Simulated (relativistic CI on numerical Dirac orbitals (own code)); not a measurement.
# Ba18+: computed level list

Method of calculation: Dirac-Coulomb-Breit CI, KLI orbitals optimised for each configuration, model QED (radiative potential, 1s self-energy scaled to tabulated hydrogen-like ionisation energies), unscaled Slater integrals (own radial code, finite nucleus).

CI space (outside the closed core [Ar] 3d10): 4s2 4p6 4d2, 4s2 4p5 4d3, 4s2 4p6 4d 4f, 4s 4p6 4d3, 4s2 4p5 4d2 4f, 4s2 4p6 4d 5s, 4s 4p6 4d2 4f, 4s2 4p6 4d 5p, 4s2 4p6 4f 5s, 4s2 4p6 4d 5d, 4s2 4p6 5s 5p, 4s2 4p5 4d2 5s, 4s2 4p6 4d 5f, 4s2 4p5 4d2 5p, 4s2 4p6 4d 6s, 4s2 4p6 4d 5g, 4s2 4p6 4d 6p, 4s2 4p6 4d 6d, 4s 4p6 4d2 5s, 4s2 4p6 4d 7s, 4s2 4p6 4d 6g, 4s2 4p6 4f2, 4s2 4p5 4f3, 4s 4p6 4f3, 4p6 4d4, 4p5 4d5, 4p5 4d4 4f, 4s2 4p6 4f 5p, 4s2 4p5 4f2 5p, 4s 4p6 4f2 5p, 4s2 4p6 5s2, 4s2 4p5 4f 5s2, 4s 4p6 4f 5s2, 4s2 4p6 5p2, 4s2 4p5 4f 5p2, 4s 4p6 4f 5p2, 4s 4p6 4d 5s2, 4s 4p5 4d 4f 5s2, 4p6 4d 4f 5s2. Double excitations out of closed p, d and f shells are left out; levels of such configurations are missing from the list, as are those of other unlisted configurations, and high levels can miss mixing partners. These lack a partner that the ground configuration has and come out too high: 4s2 4p5 4d2 5s, 4s 4p6 4d2 5s, 4s2 4p5 4d2 5p.

The lowest level is 4s2 4p6 4d2 3F_2, with 87 % of that term; Hund's rules for 4s2 4p6 4d2 give 3F with J = 2, in agreement.

| No. | Configuration | Term | J | E (cm⁻¹) | % | Next component (%) |
| --- | --- | --- | --- | --- | --- | --- |
| 1 | 4s2 4p6 4d2 | 3F | 2 | 0 | 87 | 11 1D |
| 2 | 4s2 4p6 4d2 | 3F | 3 | 23092 | 99 | 1 4s2 4p5 4d2 4f 3F |
| 3 | 4s2 4p6 4d2 | 3P | 0 | 35038 | 91 | 8 1S |
| 4 | 4s2 4p6 4d2 | 3F | 4 | 40353 | 81 | 17 1G |
| 5 | 4s2 4p6 4d2 | 3P | 2 | 44155 | 46 | 43 1D |
| 6 | 4s2 4p6 4d2 | 3P | 1 | 48794 | 99 | 1 4s2 4p5 4d2 4f 3P |
| 7 | 4s2 4p6 4d2 | 1G | 4 | 69942 | 81 | 17 3F |
| 8 | 4s2 4p6 4d2 | 3P | 2 | 75116 | 51 | 44 1D |
| 9 | 4s2 4p6 4d2 | 1S | 0 | 136448 | 91 | 8 3P |
| 10 | 4p5 4d3(4F) | 5F° | 2 | 715496 | 39 | 35 5D° |
| 11 | 4p5 4d3(4F) | 5D° | 1 | 718008 | 57 | 27 5F° |
| 12 | 4p5 4d3(4F) | 5F° | 3 | 722599 | 49 | 33 5D° |
| 13 | 4p5 4d3(4F) | 5D° | 0 | 724189 | 94 | 6 3P° |
| 14 | 4p5 4d3(4P) | 5S° | 2 | 731161 | 71 | 12 5P° |
| 15 | 4p5 4d3(4F) | 5F° | 4 | 732076 | 49 | 26 5D° |
| 16 | 4p5 4d3(4F) | 5G° | 5 | 745731 | 45 | 43 5F° |
| 17 | 4p5 4d3(4P) | 5D° | 3 | 746161 | 32 | 20 3F° |
| 18 | 4p5 4d3(2G) | 3F° | 2 | 746654 | 35 | 35 5D° |
| 19 | 4p5 4d3(4F) | 5D° | 1 | 749237 | 34 | 32 3D° |
| 20 | 4p5 4d3(4P) | 5D° | 4 | 750935 | 50 | 20 3F° |
| 21 | 4p5 4d3(4F) | 5G° | 6 | 759126 | 73 | 23 3H° |
| 22 | 4p5 4d3(2H) | 3G° | 3 | 760291 | 55 | 24 3F° |
| 23 | 4p5 4d3(2H) | 3G° | 4 | 769488 | 51 | 17 3F° |
| 24 | 4p5 4d3(2P) | 3P° | 2 | 771631 | 35 | 26 3D° |
| 25 | 4p5 4d3(2P) | 3D° | 3 | 778602 | 29 | 18 5D° |
| 26 | 4p5 4d3(4F) | 5F° | 5 | 779636 | 37 | 34 3G° |
| 27 | 4p5 4d3(2G) | 3F° | 2 | 780001 | 26 | 23 5F° |
| 28 | 4p5 4d3(2P) | 3P° | 1 | 780786 | 50 | 23 3S° |
| 29 | 4p5 4d3(2D) | 3P° | 0 | 783366 | 62 | 28 1S° |
| 30 | 4p5 4d3(2G) | 1G° | 4 | 784684 | 40 | 17 5D° |
| 31 | 4p5 4d3(2G) | 3G° | 5 | 786443 | 43 | 25 5G° |
| 32 | 4p5 4d3(2G) | 3G° | 4 | 787388 | 38 | 17 5G° |
| 33 | 4p5 4d3(2H) | 3I° | 6 | 789154 | 34 | 30 3H° |
| 34 | 4p5 4d3(2P) | 3D° | 3 | 790461 | 42 | 17 3G° |
| 35 | 4p5 4d3(2P) | 3D° | 2 | 792173 | 47 | 18 1D° |
| 36 | 4p5 4d3(2D) | 3D° | 3 | 796724 | 45 | 16 3F° |
| 37 | 4p5 4d3(2H) | 3G° | 3 | 801082 | 50 | 21 4s2 4p6 4d 4f 3G° |
| 38 | 4p5 4d3(2H) | 3I° | 7 | 803078 | 100 |  |
| 39 | 4p5 4d3(2G) | 3H° | 5 | 804460 | 43 | 27 1H° |
| 40 | 4p5 4d3(2D) | 3P° | 1 | 805727 | 52 | 18 5D° |
| 41 | 4p5 4d3(2G) | 3G° | 4 | 807020 | 43 | 17 3F° |
| 42 | 4p5 4d3(2D) | 3F° | 4 | 808950 | 80 | 7 3G° |
| 43 | 4p5 4d3(2D) | 3P° | 0 | 812710 | 77 | 17 1S° |
| 44 | 4p5 4d3(2F) | 3D° | 2 | 813613 | 26 | 23 3F° |
| 45 | 4p5 4d3(2F) | 3D° | 1 | 817145 | 29 | 23 5F° |
| 46 | 4p5 4d3(4P) | 5P° | 3 | 817179 | 61 | 27 3D° |
| 47 | 4p5 4d3(4P) | 3P° | 2 | 817497 | 25 | 17 5G° |
| 48 | 4p5 4d3(2F) | 3G° | 5 | 821350 | 47 | 16 3I° |
| 49 | 4p5 4d3(2G) | 3H° | 6 | 821586 | 54 | 33 3I° |
| 50 | 4p5 4d3(2D) | 3F° | 3 | 824706 | 47 | 14 1F° |
| 51 | 4p5 4d3(2F) | 3D° | 1 | 827191 | 72 | 10 3P° |
| 52 | 4p5 4d3(2P) | 3D° | 3 | 829306 | 23 | 23 3G° |
| 53 | 4p5 4d3(2F) | 1D° | 2 | 832330 | 30 | 19 3F° |
| 54 | 4p5 4d3(2D) | 3F° | 4 | 833017 | 29 | 18 1G° |
| 55 | 4p5 4d3(2H) | 3H° | 6 | 833895 | 58 | 40 1I° |
| 56 | 4p5 4d3(2G) | 3G° | 5 | 839182 | 35 | 21 3H° |
| 57 | 4p5 4d3(2F) | 1D° | 2 | 842848 | 21 | 20 3P° |
| 58 | 4p5 4d3(2D) | 3F° | 4 | 843365 | 43 | 19 3H° |
| 59 | 4p5 4d3(4P) | 3D° | 1 | 845046 | 29 | 21 3S° |
| 60 | 4p5 4d3(2D) | 3P° | 0 | 850634 | 67 | 19 1S° |
| 61 | 4p5 4d3(2G) | 3F° | 3 | 854408 | 23 | 19 4s2 4p6 4d 4f 3F° |
| 62 | 4p5 4d3(2D) | 1D° | 2 | 854659 | 28 | 20 4s2 4p6 4d 4f 1D° |
| 63 | 4s2 4p5 4d3 | 3D° | 2 | 859670 | 27 | 21 1D° |
| 64 | 4p5 4d3(2D) | 3P° | 1 | 863346 | 51 | 11 4s2 4p6 4d 4f 3P° |
| 65 | 4p5 4d3(2F) | 3F° | 4 | 865552 | 30 | 26 1G° |
| 66 | 4p5 4d3(2D) | 3F° | 3 | 866678 | 34 | 23 3G° |
| 67 | 4p5 4d3(2D) | 3P° | 1 | 870126 | 36 | 19 1P° |
| 68 | 4p5 4d3(2F) | 3G° | 5 | 870157 | 52 | 18 1H° |
| 69 | 4p5 4d3(2D) | 3P° | 2 | 875698 | 27 | 20 3D° |
| 70 | 4p5 4d3(4P) | 5D° | 0 | 880516 | 48 | 36 3P° |

Energies count from the lowest computed level; ° marks odd parity. Percentages are summed over parent terms; the parents shown are those of the largest component, closed shells are left out there.

The mean weight of the leading LS term, summed over parents, in these 70 levels is 50 %, and that of the leading jj configuration (from the same eigenvectors) 60 %.

At this charge energies of transitions that change n are usually good to better than 1 %, and those within a shell (Δn = 0) to a few per cent. Terms inside the open d or f shell come out 10 to 20 % too wide with unscaled integrals.

Landé's interval rule says that E(J) − E(J−1) = AJ with one A. For the ground term the intervals give A = 7697.2, 4315.4 cm⁻¹ for J = 3, 4; the multiplet is regular.

LS names give the leading component of a level, which can be under half, so a name can repeat, a term be missing and a line seem to break the LS rules.
